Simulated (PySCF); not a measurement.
Br$_{4}$Ti, charge +1, doublet, at a GFN2-xTB geometry (such geometries of metal compounds can be far from the true shape) (the multiplicity is a formal guess).

The PySCF input:
```python
from pyscf import gto, scf, dft

mol = gto.M(
    atom='''
Ti   -0.000000   -0.000000   -0.000000
Br    1.853075   -0.535769   -1.362999
Br    0.728256    0.339164    2.221107
Br   -1.023839    1.971384   -0.802561
Br   -1.557492   -1.774778   -0.055547
''',
    basis='sto-3g',
    charge=1,
    spin=1,
    verbose=4,
)

mf = dft.ROKS(mol)
mf.xc = 'camb3lyp'
mf.kernel()
mf.analyze()
```

Problem. What is the computed total energy (CAMB3LYP/STO-3G (PySCF))?

Solution. -11025.1186 Eh

Problem. What number of basis functions does CAMB3LYP/STO-3G give?

Solution. 90

These values belong to the state on which the SCF converged, which isn't shown to be the lowest.

Problem. Roughly what does it cost on one core?

Solution. around 2.6 core-minutes (rough).
